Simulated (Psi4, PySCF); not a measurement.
Interaction energy of H2 ··· Na+ (SMILES [H][H] and [Na+]) (charge +1), singlet. Monomers: optimised at B3LYP-D3(BJ) (def2-TZVP), held rigid. Orientation: lowest of the rigid-body minima from ten starts at GFN2-xTB. Only R, the distance of the centres of mass, is varied, so the lowest point isn't the relaxed dimer.

Geometry at R = 2.76 Å (first 2 atoms: monomer A):
```
3

H      0.3719     0.0000     0.0000
H     -0.3719     0.0000     0.0000
Na     2.7630     0.0003     0.0007
```

- RKS-B3LYP/3-21G = PySCF with restricted B3LYP/3-21G, no counterpoise correction
- PBE/def2-TZVP, counterpoise-corrected (Psi4)
- RKS-LDA (SVWN5)/6-31G* = PySCF 2.14.0 with restricted LDA (SVWN5)/6-31G*, spherical d, no counterpoise correction
- CCSD(T)/aug-cc-pVDZ = DF-CCSD(T)/aug-cc-pVDZ, all electrons correlated, counterpoise-corrected in Psi4
- CCSD/aug-cc-pVDZ = DF-CCSD/aug-cc-pVDZ, all electrons correlated, counterpoise-corrected run with Psi4

Interaction energies in kcal/mol (negative: bound); R is the distance of the centres of mass, d the H1···Na3 distance.

| R / Å | d / Å | RKS-B3LYP/3-21G | PBE/def2-TZVP | RKS-LDA (SVWN5)/6-31G* | CCSD(T)/aug-cc-pVDZ | CCSD/aug-cc-pVDZ |
|---|---|---|---|---|---|---|
| 2.76 | 2.39 | -2.16 | -1.03 | -2.04 | -0.45 | -0.45 |
| 2.93 | 2.56 | -2.11 | -1.00 | -1.85 | -0.53 | -0.53 |
| 3.13 | 2.76 | -1.94 | -0.83 | -1.54 | -0.47 | -0.47 |
| 3.48 | 3.11 | -1.49 | -0.51 | -1.05 | -0.28 | -0.28 |
| 3.75 | 3.38 | -1.11 | -0.32 | -0.76 | -0.16 | -0.16 |
| 4.29 | 3.92 | -0.58 | -0.10 | -0.40 | -0.03 | -0.03 |
| 4.95 | 4.58 | -0.31 | 0.00 | -0.19 | 0.03 | 0.03 |
| 5.99 | 5.62 | -0.14 | 0.04 | -0.06 | 0.05 | 0.05 |
| 7.27 | 6.90 | -0.01 | 0.04 | 0.00 | 0.04 | 0.04 |

Lowest grid point: RKS-B3LYP/3-21G -2.16 kcal/mol at R = 2.76 Å; PBE/def2-TZVP -1.03 kcal/mol at R = 2.76 Å; RKS-LDA (SVWN5)/6-31G* -2.04 kcal/mol at R = 2.76 Å; CCSD(T)/aug-cc-pVDZ -0.53 kcal/mol at R = 2.93 Å; CCSD/aug-cc-pVDZ -0.53 kcal/mol at R = 2.93 Å.
